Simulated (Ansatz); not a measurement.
A structure relaxed at B3LYP-D4/def2-SVP in Ansatz, charge 0, singlet:

```xyz
17

C    -1.771   -0.401   -1.237
C     1.573    0.518   -2.023
C     0.450    0.541    1.375
C    -0.328   -0.156    2.493
Sn    0.296   -0.462   -0.561
H     0.785   -2.115   -0.380
H    -1.880   -0.945   -2.187
H    -2.083    0.644   -1.389
H    -2.432   -0.862   -0.489
H     2.621    0.495   -1.691
H     1.264    1.567   -2.147
H     1.499    0.010   -2.996
H     0.091    1.574    1.228
H     1.521    0.614    1.624
H    -0.237    0.383    3.453
H    -1.404   -0.226    2.264
H     0.034   -1.183    2.663
```

Q: Give its formula, name or SMILES.

A: SnHMe2Et (C₄H₁₂Sn).

Q: Summarise the bond lengths by kind (pairs closer than 1.2 times the sum of covalent radii, bridged metal pairs left out).

A: 3 × C–Sn 2.17 to 2.19 Å; 1 × C–C 1.53 Å; 11 × C–H 1.10 Å; 1 × H–Sn 1.73 Å.

In the def2 sets Sn takes a core potential; there is no spin–orbit coupling. Another isomer (singlet) lies 0.36 eV lower at PBE0-D4/def2-TZVP; other spin states weren't run for this one.
